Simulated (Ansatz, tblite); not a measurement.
Removing an electron: `CO[B-](OC)(OC)Oc1ccc(F)cc1`. Total charge -1; singlet. Geometry: PBE-D4/def2-SVP. Ansatz, gas phase; energy differences of separate SCF runs; the oxidised species was run as a doublet alone.

```xyz
28

C    -0.603    1.062    3.046
O    -0.812    1.636    1.799
B    -0.091    1.039    0.672
O     1.365    1.054    0.833
C     1.944    2.316    0.909
O    -0.448    1.739   -0.558
C    -1.799    1.818   -0.877
O    -0.513   -0.425    0.622
C    -0.146   -1.270   -0.332
C    -0.708   -2.578   -0.321
C    -0.376   -3.530   -1.295
C     0.527   -3.187   -2.307
F     0.855   -4.110   -3.261
C     1.099   -1.910   -2.350
C     0.772   -0.958   -1.376
H    -1.152    1.642    3.828
H    -0.961    0.001    3.104
H     0.478    1.041    3.344
H     1.566    2.920    1.776
H     3.050    2.218    1.032
H     1.759    2.936   -0.005
H    -2.249    0.822   -1.131
H    -1.939    2.474   -1.770
H    -2.415    2.240   -0.044
H    -1.417   -2.820    0.485
H    -0.812   -4.541   -1.281
H     1.810   -1.672   -3.157
H     1.217    0.044   -1.388
```

The xTB rows come from tblite. HOMO above LUMO, or a gap near zero within one spin, warns that the state may not be the lowest or that an electron is smeared out.

```csv
level,−HOMO (eV),vertical IE (eV),−LUMO (eV),HOMO–LUMO gap (eV),remarks
GFN1-xTB,7.08,9.43,3.60,3.48,–
GFN2-xTB,6.25,8.53,2.82,3.43,–
PBE-D4/def2-SVP,1.00,3.33,-2.52,3.52,gap within one spin near zero (doublet)
PBE0-D4/def2-SVP,2.15,3.86,-3.33,5.47,–
```

Relaxing the oxidised species (PBE-D4/def2-SVP) changes its energy by -0.14 eV at PBE-D4/def2-SVP, so the adiabatic ionisation energy to this nearest minimum is 3.20 eV. At PBE0-D4/def2-SVP it is 3.55 eV.    Raw xTB energy differences between charge states are shifted by several eV; the methods need an empirical correction for them.
